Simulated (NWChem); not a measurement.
Species: GeH2, singlet; SMILES [GeH2]

```xyz
3

Ge     0.0000     0.0000     0.0350
H      0.0000    -1.1332    -1.0856
H      0.0000     1.1332    -1.0856
```
Atoms are numbered in this order, from 1.

Low-valent species are run as closed-shell singlets; no triplet was tried in these runs. Structure relaxed at the PBE0-D3(BJ)/def2-TZVP level.

Task: Give the principal values of the shielding tensors (ppm) of Ge1 from B3LYP/def2-TZVP, GIAO (NWChem), with their diamagnetic and paramagnetic parts as GIAO splits them.

Result: 
```tsv
atom	σ11	σ22	σ33	isotropic	diamagnetic	paramagnetic
Ge1	-3317.5	20.0	1868.3	-476.4	2754.5	-3230.9
```
